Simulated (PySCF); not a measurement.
## Ba²⁺ (barium, charge +2) across methods

[Xe], closed-shell 1S. Computed with PySCF 2.14 in x2c-TZVPPall with one added diffuse shell each of s, p, d type (12s8p7d2f1g, 94 functions), with the spin-free X2C one-electron Hamiltonian (Gaussian nucleus).

```json
{"method": "BHandHLYP", "E (hartree)": "-8134.17", "mean ε 4d (eV)": "-109.98", "mean ε 5s (eV)": "-51.076", "mean ε 5p (eV)": "-33.929", "Σ⟨r²⟩ (bohr²)": "44.15", "⟨S²⟩": "0.000"}
{"method": "r2SCAN", "E (hartree)": "-8134.16", "mean ε 4d (eV)": "-103.65", "mean ε 5s (eV)": "-46.789", "mean ε 5p (eV)": "-31.383", "Σ⟨r²⟩ (bohr²)": "44.04", "⟨S²⟩": "0.000"}
{"method": "TPSSh", "E (hartree)": "-8133.84", "mean ε 4d (eV)": "-103.90", "mean ε 5s (eV)": "-47.212", "mean ε 5p (eV)": "-31.704", "Σ⟨r²⟩ (bohr²)": "44.02", "⟨S²⟩": "0.000"}
{"method": "UHF", "E (hartree)": "-8131.09966", "mean ε 4d (eV)": "-116.81", "mean ε 5s (eV)": "-55.328", "mean ε 5p (eV)": "-36.195", "Σ⟨r²⟩ (bohr²)": "44.34", "⟨S²⟩": "0.000"}
{"method": "PBE0", "E (hartree)": "-8133.81", "mean ε 4d (eV)": "-106.16", "mean ε 5s (eV)": "-48.604", "mean ε 5p (eV)": "-32.538", "Σ⟨r²⟩ (bohr²)": "44.00", "⟨S²⟩": "0.000"}
{"method": "B2PLYP", "E (hartree)": "-8133.40", "mean ε 4d (eV)": "-110.14", "mean ε 5s (eV)": "-51.116", "mean ε 5p (eV)": "-33.863", "Σ⟨r²⟩ (bohr²)": "44.20", "⟨S²⟩": "0.000"}
{"method": "LDA", "E (hartree)": "-8127.11", "mean ε 4d (eV)": "-102.28", "mean ε 5s (eV)": "-46.175", "mean ε 5p (eV)": "-31.081", "Σ⟨r²⟩ (bohr²)": "43.96", "⟨S²⟩": "0.000"}
```

**Question.** Estimate the same row for PBE.

**Answer.** E (hartree) = -8133.73; mean ε 4d (eV) = -102.15; mean ε 5s (eV) = -45.925; mean ε 5p (eV) = -30.915; Σ⟨r²⟩ (bohr²) = 44.01; ⟨S²⟩ = 0.000.

Spin-orbit coupling, which splits the p, d and f shells strongly at this Z, is absent.
